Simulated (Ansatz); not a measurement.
Reaction (ligand exchange at the Si–C bond): `C[Si]1(N)[AlH][S]1` + H–F → `N[Si]1(F)[AlH][S]1` + CH₄

Gas-phase electronic energies from Ansatz, PBE0-D4/def2-TZVP geometries. CBS: MP2 limit from def2 TZ/QZ plus the TZ coupled-cluster correction, frozen cores. This one scheme is used for every species. Functionals use def2-TZVPP. B3LYP here is the variant with VWN-RPA as its local correlation; programs differ in this. Each species was taken in one conformer, which may not be the lowest.

```csv
level,ΔE (kJ/mol),difference from CCSD(T)/CBS
r2SCAN-D4,-147.3,-8.1
B3LYP-D4,-147.3,-8.1
ωB97X-V,-145.0,-5.8
B2PLYP,-150.4,-11.2
PBE,-138.5,0.7
r2SCAN,-148.8,-9.6
PBE0,-138.5,0.7
B3LYP,-155.2,-16.0
HF/def2-TZVPP,-164.9,-25.7
MP2/def2-TZVPP,-136.5,2.7
SCS-MP2/def2-TZVPP,-143.2,-4.0
CCSD(T)/def2-TZVPP,-139.0,0.2
HF/def2-QZVPP,-166.9,-27.7
HF/CBS(def2),-167.2,-28.0
MP2/CBS(def2),-136.8,2.4
CCSD/CBS(def2),-142.7,-3.5
CCSD(T)/CBS,-139.2,0
```

Largest T1 diagnostic among the species: 0.014.

In def2-TZVPP, CCSD(T) changes the Hartree–Fock value by +26.0 kJ/mol (the triples alone add +3.5 kJ/mol) and MP2 by +28.4 kJ/mol. The D4 term adds +7.8 kJ/mol with B3LYP and +4.5 kJ/mol with PBE0; it sums over pairs of atoms, weighted by their polarisabilities, and B3LYP, whose exchange is more repulsive, gets the larger term.
